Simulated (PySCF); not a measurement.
## Germanium: a sound run and one with changed settings

Sound run: Ge [Ar] 3d10 4s2 4p2, Ge⁺ [Ar] 3d10 4s2 4p1. Computed with PySCF 2.14 in aug-cc-pVDZ-DK (6s5p3d, 36 functions), with scalar relativity by spin-free X2C-1e. In the sound run the correlated levels freeze [Ar] 3d10. The sound run starts from symmetry-adapted Hartree-Fock orbitals and uses a fine grid where one is needed.

Changed run: basis STO-3G, all-electron and non-relativistic. This setting is unsound on purpose.

```
species   method  sound run (hartree)  changed run (hartree)  converged
     Ge      UHF          -2096.95964            -2051.63626        yes
     Ge   r2SCAN          -2098.60717            -2052.91020        yes
     Ge    M06-L          -2098.54737            -2052.89230        yes
     Ge      MP2          -2097.00059            -2051.64352        yes
     Ge  CCSD(T)          -2097.01755            -2051.64939        yes
    Ge⁺      UHF          -2096.68721            -2051.47666        yes
    Ge⁺   r2SCAN          -2098.31082            -2052.72124        yes
    Ge⁺    M06-L          -2098.26642            -2052.70443        yes
    Ge⁺      MP2          -2096.71839            -2051.49165        yes
    Ge⁺  CCSD(T)          -2096.73388            -2051.50273        yes
```

Ionisation energy of Ge:

```
 method  sound run (eV)  changed run (eV)
    UHF           7.413             4.343
 r2SCAN           8.064             5.142
  M06-L           7.645             5.112
    MP2           7.679             4.133
SCS-MP2           7.609             4.091
   CCSD           7.707             3.991
CCSD(T)           7.719             3.991
```

A minimal basis cannot let orbitals breathe on ionisation and holds almost no correlation. The Hamiltonian changed with the basis, so the totals do not compare.

For comparison, NIST gives 7.899 eV between the lowest levels.
